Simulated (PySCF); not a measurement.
Results of a calculation; reference values are marked as such.
**SiB3H4O3**

The system: SiB3H4O3, a small molecule (built as: end group SiH2); neutral, doublet. The structure, one conformer, was relaxed in the gas phase by PBE0-D3(BJ)/def2-SVP. No frequency run checks that it is a minimum.

SMILES: [SiH2]B1OBOBO1

```tsv
atom	x (Å)	y (Å)	z (Å)
O1	-0.458	-0.163	-1.065
B2	-1.022	-1.394	-0.861
O3	-0.840	-2.030	0.340
B4	-0.102	-1.445	1.336
O5	0.456	-0.212	1.127
B6	0.286	0.443	-0.074
Si7	1.103	2.214	-0.380
H8	-1.672	-1.912	-1.729
H9	0.053	-2.009	2.386
H10	1.888	2.922	0.663
H11	0.910	2.971	-1.644
```

EPR values by unrestricted B3LYP, IGLO-III on B O Si, pcH-1 on H.

(1) Predict g and the largest hyperfine couplings. Where does the spin sit?

(2) How do the isotropic couplings move with BHandHLYP?

## Answers

(1) g = 2.0022, 2.0048, 2.0051. The spin sits on Si7 (98 %, bonded to 1 B + 2 H) by Mulliken populations.
```json
{"atom": "Si7", "isotope": "29Si", "isotropic (MHz)": "-118.5", "dipolar, principal values (MHz)": "-172.7, 85.1, 87.5"}
{"atom": "H11", "isotope": "1H", "isotropic (MHz)": "-41.4", "dipolar, principal values (MHz)": "-11.3, 3.1, 8.2"}
{"atom": "H10", "isotope": "1H", "isotropic (MHz)": "-41.4", "dipolar, principal values (MHz)": "-11.3, 3.1, 8.2"}
{"atom": "B6", "isotope": "11B", "isotropic (MHz)": "-27.1", "dipolar, principal values (MHz)": "-5.1, -4.3, 9.4"}
{"atom": "O1", "isotope": "17O", "isotropic (MHz)": "0.2", "dipolar, principal values (MHz)": "-7.3, 3.4, 3.9"}
{"atom": "O5", "isotope": "17O", "isotropic (MHz)": "0.2", "dipolar, principal values (MHz)": "-7.2, 3.4, 3.9"}
```

(2) Si7 -118.5 to -150.2 MHz, H11 -41.4 to -47.2 MHz, H10 -41.4 to -47.2 MHz, B6 -27.1 to -35.9 MHz.
